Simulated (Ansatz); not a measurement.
A structure relaxed at PBE0-D4/def2-TZVP, charge 0, multiplicity 1:

Cartesian coordinates in Å:
```
In -1.543 -0.445 0.256
C 0.310 0.619 0.074
B 1.656 -0.014 -0.203
O 1.053 0.493 -1.268
H -1.880 -1.702 -0.871
H -2.601 -0.031 1.553
H 0.332 1.653 0.420
H 2.672 -0.574 0.039
```

(1) Give its formula and SMILES.

(2) Summarise the bond lengths by kind.

Results:

(1) CH4BInO, `[InH2][CH]1BO1`.

(2) 1 × C–In 2.144 Å; 2 × H–In 1.721 to 1.724 Å; 1 × B–C 1.514 Å; 1 × C–O 1.539 Å; 1 × C–H 1.091 Å; 1 × B–O 1.324 Å; 1 × B–H 1.185 Å.

Computed with Ansatz.
